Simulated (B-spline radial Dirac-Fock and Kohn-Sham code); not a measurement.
Nb³¹⁺: scattering cross sections and density moments

System: the Nb³¹⁺ ion, configuration [He] 2s2 2p6.

Method: Dirac-Fock orbitals of the configuration average with a finite nucleus. Computed with a radial B-spline solver.

| Quantity | Value |
| --- | --- |
| Sum of ⟨r⟩ | 1.187 bohr |
| Sum of ⟨r²⟩ | 0.1910 bohr² |
| Sum of ⟨1/r⟩ | 161.40 per bohr |
| Langevin diamagnetic susceptibility | -0.151 × 10⁻⁶ cm³/mol |
| Lamb shielding (α²/3)Σ⟨1/r⟩ | 2865 ppm |

Coherent scattering is the Thomson cross section weighted by f₀², without anomalous dispersion; incoherent scattering is Klein-Nishina weighted by S. The Lamb formula is the non-relativistic shielding expression. Electron correlation is left out. A dash stands where the photon energy is too low for the impulse approximation behind that column.

| hν (keV) | coherent (b) | incoherent (b) | incoherent per electron (b) |
| --- | --- | --- | --- |
| 1 | 66.46 | – | – |
| 2 | 66.28 | – | – |
| 5 | 65.03 | – | – |
| 8.0478 | 62.76 | – | – |
| 10 | 60.87 | – | – |
| 20 | 48.00 | 1.034 | 0.103 |
| 100 | 6.527 | 3.636 | 0.364 |
| 1000 | 0.09112 | 2.085 | 0.209 |

Incoherent scattering overtakes coherent scattering between 100 and 1000 keV.
